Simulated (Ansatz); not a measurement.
Species: H$_{4}$BrGaN$_{2}$, SMILES `[NH2][Ga]([NH2])[Br]` (charge 0, multiplicity 1), formula H4BrGaN2.

### Question
How many basis functions does frozen-core CCSD(T)/cc-pVTZ // CAM-B3LYP-D3(BJ)/def2-TZVP run with Ansatz (a quantum-chemistry and plane-wave program) use, how many core orbitals are frozen, and how many electrons are correlated?

### Answer
202 basis functions and 20 frozen orbitals, which leaves 44 correlated electrons (filled d shells below the valence shell are correlated). Core time is of the order of minutes.
